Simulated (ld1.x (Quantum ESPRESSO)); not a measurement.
indium (In): one change to a TM potential, before and after

ld1.x (Quantum ESPRESSO) 7.5 input, shortened:

```
&input
   title='In', zed=49., rel=2, dft='PBE', iswitch=3,
   config='[Kr] 4d10 5s2 5p1', rel_dist='average'
 /
 &inputp
   pseudotype=2, tm=.true., lloc=0,
   nlcc=.false.
 /
2
5P  2  1   1.00   0.00  2.50  2.50  0.0
5S  1  0   2.00   0.00  2.00  2.00  0.0
 &test
   configts(1)='5s2 5p1'
 /
```

Open shells are filled in proportion to 2j + 1 (rel_dist='average').

Change: wave 5p (bound): rc 2.50 bohr becomes 5p (bound): rc 3.48 bohr.

Cutoffs: the cutoffs (Ry, on a coarse ladder) from which the occupation-weighted sum of valence levels, in a spherical-Bessel basis at the reference potential, stays within 10 and 1 mRy of its value at 400 Ry; they do not see the model core or the augmentation charge, which bear on the density cutoff. Errors are all-electron minus pseudo energies relative to the spin-unpolarised reference configuration.

Predict the effect on cutoff, ghosts and configuration errors.

The potential gets neither clearly harder nor softer (18 Ry and 30 Ry → 18 Ry and 30 Ry); of the 7 tests that both files solve, the error grows in 3 and shrinks in 0 by more than 15 % and 0.3 meV (median size 21.3 → 18.8 meV); neither file shows a bound ghost. More of the atom is replaced by a form fitted at one configuration, so other configurations suffer.

| quantity | base | changed |
| --- | --- | --- |
| cutoff, loose | 18 Ry | 18 Ry |
| cutoff, tight | 30 Ry | 30 Ry |
| bound ghosts | none | none |
| error for 5s2 5p0, meV [ΔE 5.37 eV] | +22 | +19 |
| error for 5s1 5p0, meV [ΔE 24.61 eV] | +112 | +97 |
| error for 5s2 5p0.5, meV [ΔE 1.95 eV] | +3.8 | +3.5 |
| error for 5s1 5p1, meV [ΔE 11.95 eV] | +12 | +17 |
| error for 5s2 5p1.3, meV [ΔE -0.53 eV] | +0.7 | +0.7 |
| error for 5s1 5p2, meV [ΔE 5.83 eV] | +21 | +28 |
| error for 5s0 5p3, meV [ΔE 11.92 eV] | +105 | +126 |
